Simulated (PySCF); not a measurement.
Molecule: SMILES O=C(C1CC1)C1CC1, C7H10O.

Bonds (- single, = double, # triple, : aromatic): O1=C2, C2-C3, C3-C4, C4-C5, C2-C6, C6-C7, C7-C8, C5-C3, C8-C6. C3 carries H9; C4 carries H10, H11; C5 carries H12, H13; C6 carries H14; C7 carries H15, H16; C8 carries H17, H18. H10, H12, H15, H18 are cis to C2 on the ring; H11, H13, H16, H17 are trans to C2 on the ring.

Geometry PBE0-D3(BJ)/def2-SVP throughout; GIAO in PySCF 2.14, gas phase, one conformer, non-relativistic; equivalent atoms averaged; basis pcSseg-1.

Q: How do the shifts δ (against H2O, TMS at the same level) depend on the functional? (ppm; last column core-seconds on shared hosts with different chips, so compare them loosely; the GGAs took longer than the global hybrids here, which isn't the general rule, and the cause wasn't traced)

A: 
| functional | kind | O1 | C2 | C3/C6 | C4/C5/C7/C8 | H9/H14 | H10/H12/H15/H18 | H11/H13/H16/H17 | core-s |
| --- | --- | --- | --- | --- | --- | --- | --- | --- | --- |
| PBE | GGA | 528.9 | 213.0 | 24.7 | 16.4 | 1.89 | 1.08 | 0.86 | 32 |
| BLYP | GGA | 530.5 | 214.7 | 24.5 | 16.3 | 1.82 | 1.07 | 0.83 | 32 |
| BP86 | GGA | 524.1 | 213.1 | 25.0 | 16.6 | 1.87 | 1.11 | 0.86 | 31 |
| KT3 | GGA | 487.1 | 199.0 | 21.7 | 15.1 | 1.74 | 1.08 | 0.84 | 33 |
| PBE0 | global hybrid | 539.9 | 216.4 | 22.9 | 14.5 | 1.80 | 1.07 | 0.82 | 24 |
| mPW1PW91 | global hybrid | 539.3 | 216.6 | 22.9 | 14.6 | 1.79 | 1.09 | 0.83 | 24 |
| B97-2 | global hybrid | 523.6 | 212.0 | 22.4 | 14.5 | 1.77 | 1.09 | 0.82 | 22 |
| BHandHLYP | global hybrid | 544.1 | 220.3 | 20.4 | 12.2 | 1.65 | 1.07 | 0.78 | 20 |
| CAM-B3LYP | range-separated hybrid | 551.8 | 221.9 | 22.3 | 13.3 | 1.75 | 1.05 | 0.80 | 30 |

Q: Which nucleus moves most, in ppm?

A: O1 (ketone oxygen): from 487.1 ppm with KT3 to 551.8 ppm with CAM-B3LYP. The smallest spread is 0.06 ppm, at H10/H12/H15/H18. Proton shifts span only some 12 ppm, so a few tenths of a ppm matter as much there as several ppm in carbon.
